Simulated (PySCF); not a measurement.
C2H5ClGeS2.
Bonds: Cl1–Ge2, Ge2–S3, S3–C4, C4–C5, C5–S6, Ge2–S6. Hydrogens: H7 on Ge2; H8, H9 on C4; H10, H11 on C5.

The calculation used PySCF, PBE0-D3(BJ)/def2-SVP geometry optimisation, gas phase.

Give the optimised bond lengths and angles.

```tsv
bond	length (Å)
Cl1–Ge2	2.167
Ge2–S3, Ge2–S6	2.212
S3–C4, C5–S6	1.833
C4–C5	1.515
Ge2–H7	1.532
C4–H8, C5–H10	1.101
C4–H9, C5–H11	1.101
```

Bonds in one row agree within 0.01 Å and their mean is given. A selection of angles:
```tsv
angle	degrees
Cl1–Ge2–S3	113.6
Cl1–Ge2–S6	108.8
Cl1–Ge2–H7	105.4
S3–Ge2–S6	99.5
S3–Ge2–H7	112.6
S6–Ge2–H7	117.1
Ge2–S3–C4	93.7
S3–C4–C5	112.0
S3–C4–H8	105.4
S3–C4–H9	109.5
C5–C4–H8	110.2
C5–C4–H9	111.1
H8–C4–H9	108.3
C4–C5–S6	112.8
C4–C5–H10	110.8
C4–C5–H11	110.1
S6–C5–H10	109.3
S6–C5–H11	105.2
Ge2–S6–C5	95.4
```

Dihedral angles: Cl1–Ge2–S3–C4 -97° (anticlinal); Ge2–S3–C4–C5 -46° (synclinal); S3–C4–C5–S6 61° (synclinal); C4–C5–S6–Ge2 -36° (synclinal); Cl1–Ge2–S6–C5 124° (anticlinal). The mirror-image conformer, all signs reversed, is as good.

The 5-membered ring Ge2–S3–C4–C5–S6 has internal angles of 93.7° to 112.8°; it is puckered, 0.23 Å rms from its mean plane, widest ring torsion 61°. Ge2 (germanium bonded to Cl, 2 S and H) is distorted tetrahedral (angles from 99.5° to 117.1°).

Point group: C1 (no symmetry element, even within 0.4 Å). No frequency check. The numbers are those of one conformer.

The run took 1.8 min wall on one thread, Arm Neoverse V1 (aarch64), shared host, and the process peaked at 0.58 GiB of memory. That covers the optimisation of the geometry.
